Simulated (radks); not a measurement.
Results of a calculation; reference values are marked as such.
Initial-state core-level shifts of the arsenic ion As+ when its valence configuration changes from [Ar] 3d10 4s2 4p2. Level of theory: scalar-relativistic Kohn-Sham, LDA (Slater exchange, Perdew-Wang correlation), spin-polarised, spherical densities, finite nucleus; open shells are filled with parallel spins first; Fermi nuclear charge, rms radius 4.0968 fm (a radial shooting solver on a logarithmic mesh with Libxc functionals). Shifts are changes of the shell-averaged eigenvalues in eV (positive: less bound); the change of the density at the nucleus, which sets a Mossbauer isomer shift, is in e/bohr^3, on a base of 3.582e+04.

valence                1s       2p       3s       3p  density at nucleus
3d9 4s2 4p3       -13.228  -14.475  -11.726  -11.497             +13.662
3d10 4s1 4p3       -1.258   -1.217   -1.306   -1.297             -24.448
3d9.5 4s1.5 4p3    -7.132   -7.719   -6.464   -6.345              -6.197
3d8 4s2 4p4       -27.627  -30.269  -24.061  -23.608             +28.493
3d8 4p6           -30.626  -33.215  -27.048  -26.577             -35.037
3d9.5 4s2 4p2.5    -6.516   -7.117   -5.828   -5.713              +6.697
3d10 4s1.5 4p2.5   -0.677   -0.655   -0.693   -0.689             -12.034
3d10 4p4           -3.342   -3.240   -3.323   -3.306             -49.657
3d9 4s1.5 4p3.5   -14.038  -15.267  -12.532  -12.298              +0.002
